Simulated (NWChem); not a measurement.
Program: NWChem. System: C4H3S, charge 0, spin multiplicity 2, at a geometry optimised with UPBE0/def2-SVP. The structure started from a generated list of species. Its SCF solution wasn't tested for a lower state. Level: UPBE/def2-TZVP.

NWChem printed:

```
             Northwest Computational Chemistry Package (NWChem) 7.3.0
             --------------------------------------------------------

                                NWChem Input Module
                                -------------------

 Scaling coordinates for geometry "geometry" by  1.889725989
 (inverse scale =  0.529177249)

 Turning off AUTOSYM since
 SYMMETRY directive was detected!

                             Geometry "geometry" -> ""
                             -------------------------

 Output coordinates in angstroms (scale by  1.889725989 to convert to a.u.)

  No.       Tag          Charge          X              Y              Z
 ---- ---------------- ---------- -------------- -------------- --------------
    1 C                    6.0000     0.14421900     1.23787000     0.00000000
    2 C                    6.0000     1.36022000     0.63451300     0.00000000
    3 C                    6.0000     1.18423100    -0.78877700     0.00000000
    4 C                    6.0000    -0.13052500    -1.17285300     0.00000000
    5 S                   16.0000    -1.19661200     0.19199800     0.00000000
    6 H                    1.0000     2.32383200     1.14517800     0.00000000
    7 H                    1.0000     2.01355000    -1.49896400     0.00000000
    8 H                    1.0000    -0.54046000    -2.18269800     0.00000000

 Effective nuclear repulsion energy (a.u.)     192.3610301742

            Nuclear Dipole moment (a.u.)
            ----------------------------
        X                 Y               Z
 ---------------- ---------------- ----------------
     0.0000000000     0.0000037795     0.0000000000

      Symmetry information
      --------------------

 Group name             Cs
 Group number              2
 Group order               2
 No. of unique centers     8

      Symmetry unique atoms

     1    2    3    4    5    6    7    8


 Summary of "ao basis" -> "" (spherical)
 ------------------------------------------------------------------------------
       Tag                 Description            Shells   Functions and Types
 ---------------- ------------------------------  ------  ---------------------
 *                         def2-tzvp                  on all atoms

  pbe96 is a nonlocal functional; adding pw91lda local functional.

                                 NWChem DFT Module
                                 -----------------

 Summary of "ao basis" -> "ao basis" (spherical)
[...]
    beta     51     52     53     54     56     55     57     58     59     60
 overlap   0.982  0.993  0.996  0.999  0.988  0.999  0.994  0.994  0.997  0.999

   alpha     61     62     63     64     65     66     67     68     69     70
    beta     61     62     63     64     65     66     67     68     69     70
 overlap   0.998  0.996  0.994  0.998  0.979  0.988  0.980  0.994  0.987  0.936

   alpha     71     72     73     74     75     76     77     78     79     80
    beta     72     71     73     74     75     76     77     78     79     80
 overlap   0.944  0.995  0.993  0.973  0.959  0.907  0.973  0.996  0.999  0.995

   alpha     81     82     83     84     85     86     87     88     89     90
    beta     81     81     82     84     85     86     87     88     89     90
 overlap   0.737  0.653  0.870  0.995  0.999  0.984  0.974  0.986  0.983  0.983

   alpha     91     92     93     94     95     96     97     98     99    100
    beta     91     92     93     94     95     96     97     98    100     99
 overlap   0.995  0.996  0.990  0.999  0.993  0.998  0.999  1.000  0.997  1.000

   alpha    101    102    103    104    105    106    107    108    109    110
    beta    101    102    103    104    105    106    107    108    109    110
 overlap   0.993  1.000  1.000  0.985  0.987  0.999  0.996  0.997  0.999  1.000

   alpha    111    112    113    114    115    116    117    118    119    120
    beta    111    112    113    114    115    116    117    118    119    120
 overlap   0.999  0.997  0.995  0.996  0.998  0.998  0.991  0.990  0.996  0.997

   alpha    121    122    123    124    125    126    127    128    129    130
    beta    121    122    123    124    125    126    127    128    129    130
 overlap   0.995  0.993  0.995  0.991  0.971  0.973  0.997  0.922  0.923  0.998

   alpha    131    132    133    134    135    136    137    138    139    140
    beta    131    132    134    133    135    136    137    138    139    140
 overlap   0.967  0.980  0.946  0.979  0.946  0.966  0.996  0.971  0.942  0.966

   alpha    141    142    143    144    145    146    147    148    149    150
    beta    141    142    143    144    145    146    147    148    149    150
 overlap   0.906  0.981  0.931  0.900  0.985  0.917  0.987  0.954  0.991  0.968

   alpha    151    152    153    154    155    156    157    158    159    160
    beta    151    152    153    154    155    156    157    158    159    160
 overlap   0.995  0.981  0.972  0.954  0.987  0.998  0.999  0.997  0.991  0.984

   alpha    161    162    163    164    165    166    167    168    169    170
    beta    161    162    163    164    165    166    167    168    169    170
 overlap   0.991  0.982  0.992  0.997  0.999  0.999  0.999  1.000  0.999  0.999

   alpha    171    172    173    174    175    176    177    178    179
    beta    171    172    173    174    175    176    177    178    179
 overlap   1.000  1.000  1.000  1.000  1.000  1.000  1.000  1.000  1.000

     --------------------------
     Expectation value of S2:
     --------------------------
      <S2> =      0.7580 (Exact =     0.7500)

 center of mass
 --------------
 x =  -0.08501468 y =   0.05717929 z =   0.00000000

 moments of inertia (a.u.)
 ------------------
         202.416545251815          11.699964289727           0.000000000000
          11.699964289727         338.966830664659           0.000000000000
           0.000000000000           0.000000000000         541.383375916474

     Multipole analysis of the density
     ---------------------------------

     L   x y z        total         alpha         beta         nuclear
     -   - - -        -----         -----         ----         -------
     0   0 0 0     -0.000000    -22.000000    -21.000000     43.000000

     1   1 0 0      0.210207      0.013791      0.196416      0.000000
     1   0 1 0     -0.381607     -1.527306      1.145695      0.000004
     1   0 0 1     -0.000000     -0.000000     -0.000000      0.000000

     2   2 0 0    -24.372702   -106.264969   -105.229306    187.121573
     2   1 1 0      0.513189      2.495403      2.623622     -4.605837
     2   1 0 1     -0.000000     -0.000000     -0.000000      0.000000
     2   0 2 0    -25.117012    -75.826578    -65.380026    116.089591
     2   0 1 1      0.000000      0.000000      0.000000      0.000000
     2   0 0 2    -29.158952    -14.908740    -14.250211      0.000000

 Task  times  cpu:       53.8s     wall:       53.8s

 Total times  cpu:       53.8s     wall:       53.8s
```

**Question.** Write an NWChem input that would produce this output.

**Answer.** One answer among several that fit: 
```
start mol
memory heap 200 mb stack 900 mb global 1100 mb
geometry units angstroms nocenter noautoz
  C      0.144219     1.237870     0.000000
  C      1.360220     0.634513     0.000000
  C      1.184231    -0.788777     0.000000
  C     -0.130525    -1.172853     0.000000
  S     -1.196612     0.191998     0.000000
  H      2.323832     1.145178     0.000000
  H      2.013550    -1.498964     0.000000
  H     -0.540460    -2.182698     0.000000
  symmetry group Cs
end
basis spherical
  * library def2-tzvp
end
dft
  xc xpbe96 cpbe96
  odft
  mult 2
  semidirect memsize 60000000 filesize 0
  iterations 100
end
task dft energy
```
